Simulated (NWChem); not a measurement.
# C2H3ClF2; SMILES FC(F)(C)Cl

Program: NWChem. Pople sets run with spherical d functions. Coordinates come from a PBE-D3(BJ)/def2-SVP optimisation.

Task: Estimate the computed values for RPBE/6-31G*. Quantities: highest occupied level (eV); orbital gap (eV); dipole (D).

Result: 
* **highest occupied level (eV)**: -7.51
* **orbital gap (eV)**: 6.99
* **dipole (D)**: 2.08
